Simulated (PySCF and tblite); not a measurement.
Values are calculated unless marked as measured or tabulated.
C5H4O3, numbered as in [O:1]=[C:2]([OH:3])[c:4]1[cH:5][cH:6][o:7][cH:8]1.

Conformers came from 90 starts (ETKDG and KDG, MMFF94s, GFN2-xTB); geometries are PBE0-D3(BJ)/def2-SVP. Weights use PBE0-D3(BJ)/def2-TZVP (IEF-PCM, chloroform) energies plus GFN2-xTB zero-point and thermal terms (modes under about 100 cm⁻¹ blended into free rotors). Symmetry numbers and mirror images are counted. Conformers within 3 kcal/mol (GFN2-xTB free energy) were kept, 8 at most. GIAO shieldings: WP04/pcSseg-1 (IEF-PCM, chloroform). Shifts are against TMS (¹H), TMS (¹³C) at the same level. Run with PySCF (density fitting) and tblite.

Torsions listed: O1–C2–O3–H3, O3–C2–C4–C5.

| conformer | shape | symmetry | E(GFN2) kcal/mol | E(DFT) kcal/mol |
| --- | --- | --- | --- | --- |
| 1 | 0°, 180° | Cs | 0.00 | 0.00 |
| 2 | 0°, 0° | Cs | 0.10 | 0.23 |

Problem. How much do the weights at 298.15 K and the averaged shift of C8 depend on how the conformers are weighted?

Solution. 
| weighting | 1 (%) | 2 (%) | δ (ppm) | rms dipole (D) |
| --- | --- | --- | --- | --- |
| DFT energy with thermal terms, symmetry and mirror images (full scheme) | 61 | 39 | 156.5 | 2.17 |
| DFT energy with symmetry and mirror images | 59 | 41 | 156.6 | 2.18 |
| bare DFT energy | 59 | 41 | 156.6 | 2.18 |
| GFN2-xTB energy with symmetry and mirror images | 54 | 46 | 156.7 | 2.20 |
| GFN2-xTB free energy | 56 | 44 | 156.7 | 2.19 |
| leading conformer alone | 100 | 0 | 155.7 | 2.01 |
| equal weights | 50 | 50 | 156.8 | 2.22 |

The largest departure from the full scheme, 0.8 ppm, comes with: leading conformer alone.
